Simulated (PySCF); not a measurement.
Correlation energy of K+ (potassium, charge +1)

[Ar], closed-shell 1S. Calculation: PySCF 2.14, in cc-pVTZ-X2C (6s5p3d1f, 43 functions); scalar relativity by spin-free X2C-1e. Frozen: [Ne] 3s2; 6 electrons correlated.

Total MP2 correlation energy: -72.50 mhartree.

Same-spin part -23.09 and opposite-spin part -49.41 mhartree; SCS-MP2 scales them by 1/3 and 6/5 to -66.98 mhartree.

```json
{"level": "CCSD", "correlation energy (mhartree)": "-81.77"}
{"level": "(T)", "correlation energy (mhartree)": "-0.18"}
{"level": "CCSD(T)", "correlation energy (mhartree)": "-81.95"}
```

Diagnostics: T1 = 0.0021, D1 = 0.0030, largest double amplitude 0.036.

Question: Is a single reference adequate?

Answer: Yes: T1 lies below 0.03 and no double amplitude reaches 0.07.
